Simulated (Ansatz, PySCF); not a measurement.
Sb(Cl)(SiH3)2 (ClH6SbSi2), SMILES [Sb]([Cl])([SiH3])[SiH3]. Atoms are numbered in the order given.

```xyz
10

Sb     0.0124     0.0013     0.8069
Cl    -0.5511    -1.9189    -0.5809
Si     2.0651     0.5134    -0.7145
H      3.0734    -0.5644    -0.5114
H      2.6605     1.8259    -0.3201
H      1.6472     0.5591    -2.1426
Si    -1.5092     1.5241    -0.6617
H     -2.9263     1.1304    -0.4245
H     -1.1670     1.3570    -2.1009
H     -1.3201     2.9507    -0.2597
```
Charge 0, spin multiplicity 1.

The structure is a stationary point at B3LYP-D3(BJ)/def2-SVP. The structure was generated by enumeration; whether it is a known compound was not checked. The def2 effective core potentials stand for the cores of Sb; spin–orbit coupling is left out.

Two levels are set side by side: PBE-D3(BJ)/def2-SVP (Ansatz, a first-principles code) and B3LYP-D3(BJ)/def2-SVP (Ansatz). Each level has its own optimised geometry; the coordinates shown are those of the second. Frequencies come from the Hessian of PySCF at each geometry. Differences are taken from unrounded values.

| quantity | B3LYP-D3(BJ) | PBE-D3(BJ) | PBE-D3(BJ) minus B3LYP-D3(BJ) |
|---|---|---|---|
| mean bond length (Å) | 1.844 | 1.853 | 0.009 |
| bond Sb1–Cl2 (Å) | 2.435 | 2.434 | -0.002 |
| bond Sb1–Si3 (Å) | 2.606 | 2.608 | 0.002 |
| bond Sb1–Si7 (Å) | 2.606 | 2.608 | 0.002 |
| bond Si3–H4 (Å) | 1.490 | 1.504 | 0.014 |
| bond Si3–H5 (Å) | 1.494 | 1.508 | 0.013 |
| bond Si3–H6 (Å) | 1.489 | 1.503 | 0.014 |
| bond Si7–H8 (Å) | 1.490 | 1.504 | 0.014 |
| bond Si7–H9 (Å) | 1.489 | 1.503 | 0.014 |
| bond Si7–H10 (Å) | 1.494 | 1.508 | 0.013 |
| highest harmonic wavenumber (cm⁻¹) | 2241 | 2182 | -59 |
| mean harmonic wavenumber (cm⁻¹) | 928 | 897 | -31 |
| zero-point energy (kcal/mol) | 31.84 | 30.77 | -1.07 |

GGA bonds tend to be longer and softer than those of functionals with exact exchange. Differences between two approximate levels are no errors against the true value.
